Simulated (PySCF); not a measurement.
Diatomics of Li with group 13

PBE with double-zeta basis sets in PySCF, for the lowest determinant that a PBE0 search found; no spin–orbit coupling. De refers to high-spin ground-configuration atoms. A positive dipole means M(−)Li(+).

| M | basis | state (unpaired electrons) | Re (Å) | ωe (cm⁻¹) | De (eV) | μ (D) |
| --- | --- | --- | --- | --- | --- | --- |
| B | def2-SVPD | triplet (σ ↑, π ↑) | 2.145 | 540 | 1.53 | 5.25 |
| In | def2-SVP | singlet (closed shell) | 3.042 | 253 | 0.96 | 1.59 |
| Tl | def2-SVP | singlet (closed shell) | 3.062 | 243 | 0.97 | 0.98 |

The shortest bond is that of LiB (2.145 Å), the longest that of LiTl (3.062 Å).

The rows differ in basis set, which adds steps of its own.

The state changes along the series, so neighbouring rows are not always alike in their bonding.

Closed-shell solutions of metal pairs were not tested for spin polarisation, which can lower them a little. These are scalar-relativistic numbers at best; spin–orbit coupling would shift them, the dissociation energy most. States were picked by a PBE0 search and need not be the measured ground states.
